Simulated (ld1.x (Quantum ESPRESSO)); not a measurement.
# Before and after: TM potential for La

lanthanum (La), norm-conserving Troullier–Martins (Kleinman–Bylander form), made with ld1.x (Quantum ESPRESSO) 7.5 (PBE, scalar-relativistic). Core [Xe], reference 4f0 5d1 6s2 6p0. Waves: 6p (bound, empty): rc 3.95 bohr; 5d (bound): rc 3.70 bohr; 4f (bound, empty): rc 1.70 bohr; 6s (bound): rc 4.05 bohr. Local part: the s channel. Core correction: none.

All-electron outer shells of the reference configuration (PBE, scalar-relativistic, ld1.x):

| shell | level (eV) | outermost node (bohr) | outermost maximum (bohr) |
| --- | --- | --- | --- |
| 5s | -38.92 | 0.77 | 1.41 |
| 5p | -22.40 | 0.83 | 1.58 |
| 4f | -4.35 | – | 0.75 |
| 6s | -3.68 | 1.86 | 3.84 |
| 5d | -3.09 | 0.95 | 2.21 |
| 6p | -1.35 | 2.21 | 4.93 |

Change: all radii scaled by about 0.87 (s 3.52, p 3.42, d 3.22, f 1.48 bohr).

Cutoffs: the cutoffs (Ry, on a coarse ladder) from which the occupation-weighted sum of valence levels, in a spherical-Bessel basis at the reference potential, stays within 10 and 1 mRy of its value at 400 Ry; they do not see the model core or the augmentation charge, which bear on the density cutoff. Errors are all-electron minus pseudo energies relative to the spin-unpolarised reference configuration.

Q: What does the change do?

A: The potential gets harder (10 Ry and 12 Ry → 10 Ry and 15 Ry); a bound ghost appears in p, which as a rule spoils a file; of the 6 tests that both files solve, the error grows in 1 and shrinks in 0 by more than 15 % and 0.3 meV (median size 33.5 → 41.1 meV). A smaller radius makes the pseudo-wave follow the all-electron one further in, where it bends more sharply, so more plane waves are needed.

| quantity | base | changed |
| --- | --- | --- |
| cutoff, loose | 10 Ry | 10 Ry |
| cutoff, tight | 12 Ry | 15 Ry |
| bound ghosts | none | p |
| tests counted (converged, no solver errors) | 6 of 7 | 6 of 7 |
| error for 4f0 5d1 6s1 6p0, meV [ΔE 5.97 eV] | -3.3 | -3.5 |
| error for 4f0 5d1 6s0 6p0, meV [ΔE 16.85 eV] | +151 | +153 |
| error for 4f0 5d1 6s1.5 6p0, meV [ΔE 2.40 eV] | -1.9 | -1.9 |
| error for 4f0 5d2 6s1 6p0, meV [ΔE 0.79 eV] | +42 | +38 |
| error for 4f0 5d0 6s2 6p0, meV [ΔE 6.38 eV] | +185 | +183 |
| error for 4f0 5d1 6s0 6p1, meV [ΔE 8.92 eV] | +25 | +45 |

Base: The cutoffs count occupied waves only; the empty 4f level needs 110 Ry at the loose tolerance. Tests not counted: 4f1 5d0 6s2 6p0 (all-electron atom not converged, printed error -1496 eV). Changed file: The cutoffs count occupied waves only; the empty 4f level needs 140 Ry at the loose tolerance. Tests not counted: 4f1 5d0 6s2 6p0 (all-electron atom not converged, printed error -1496 eV). A true bound ghost makes a file unfit for plane-wave use even where its test errors are small: the radial tests pick states by their node count and pass the ghost by. Where a test does run into it, the solver fails or the error is huge.
